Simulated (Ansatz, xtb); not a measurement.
**C4H2BrFSe: which of two isomers lies lower**

Structure X: `Fc1c[se]c(Br)c1`, a singlet. Structure Y: `Fc1cc[se]c1Br`, a singlet. Both are isolated molecules in the gas phase, relaxed with PBE0-D3(BJ)/def2-SVP.

Energies in hartree; the thermal terms are from GFN2-xTB frequencies at re-optimised GFN2-xTB minima (ideal gas, soft modes damped towards free rotors, one conformer each, 298.15 K, 1 atm) and include the zero-point energy:

```
                               X            Y
E, CCSD(T)/def2-SVP  −5224.696152  −5224.695074
    E, MP2/def2-SVP  −5224.640315  −5224.639025
  E, MP2/def2-TZVPP  −5225.808471  −5225.806829
  zero-point energy      0.045511      0.045518
       H(298 K) − E      0.053370      0.053416
       G(298 K) − E      0.012102      0.012061
```

Task: Correct the CCSD(T) difference for the basis set by the MP2 change, then work out ΔE, ΔE₀, ΔH and ΔG for X → Y in kcal/mol (1 Eh = 627.51 kcal/mol) and the equilibrium ratio [Y]/[X].

Result: 1. Differences Y − X: CCSD(T) +0.001078, MP2 in the small set +0.001290, MP2 in the large set +0.001642 Eh.
2. ΔE = +0.001078 + (+0.001642 − (+0.001290)) = +0.001430 Eh = +0.90 kcal/mol.
3. ΔE₀ = ΔE + ΔZPE = +0.001430 + (+0.000007) Eh = +0.90 kcal/mol.
4. ΔH = ΔE + (+0.000046) Eh = +0.93 kcal/mol.
5. ΔG = ΔE + (−0.000041) Eh = +0.87 kcal/mol, so ΔS = (ΔH − ΔG)/T = +0.8 J/(mol K).
6. kT = 0.9442 mEh, so K = [Y]/[X] = exp(−ΔG/kT) = exp(−1.47) ≈ 0.23.

The two are too close for this level to say which is favoured. An error of 1 kcal/mol in ΔG would change K by a factor of 5.4. Mirror images and further conformers aren't counted.

As drawn, both hold the same kinds of bond in the same numbers.

Other levels gave ΔE = +2.2 (GFN2-xTB); +0.3 (HF/STO-3G, GFN2-xTB geometries); +0.8 (r2SCAN-D4/def2-SVP, GFN2-xTB geometries); +0.7 (PBE0-D3(BJ)/def2-SVP); +0.8 (HF/def2-SVP); +0.8 (MP2/def2-SVP); +0.7 (CCSD(T)/def2-SVP) kcal/mol. The correlated steps freeze 23 core orbitals; the filled d shell of Br and Se is correlated, in a basis made for valence electrons. Programs: Ansatz 0.2.0, xtb 6.7.1.
